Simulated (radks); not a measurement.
Results of a calculation; reference values are marked as such.
Spin polarisation of the 5p3 shell in neutral antimony. Start: [Kr] 4d10 5s2 5p(up 1.5, down 1.5); electrons of 5p are moved from spin down to spin up, other shells keep equal spins. Code: a radial shooting solver on a logarithmic mesh with Libxc functionals. Model: scalar-relativistic Kohn-Sham, PBE, spin-polarised, spherical densities, point nucleus.

moment (Bohr magnetons)  E - E(0) (eV)  e(5p up) (eV)  e(5p down) (eV)  5s down minus up (eV)  4d down minus up (eV)  4p down minus up (eV)
0                                0.000         -4.828           -4.828                 0.000                 0.000                 0.000
0.75                            -0.089         -5.045           -4.571                  0.453                  0.066                  0.033
1.5                             -0.357         -5.224           -4.270                  0.910                  0.133                  0.065
2.25                            -0.805         -5.365           -3.927                  1.372                  0.201                  0.098
3                               -1.436         -5.467           -3.528                  1.834                  0.272                  0.131

At moment 3 the spin-polarisation energy is -1.436 eV and the 5p exchange splitting 1.939 eV, that is 0.646 eV per Bohr magneton; E = -I m^2/4 would give I = 0.638 eV.
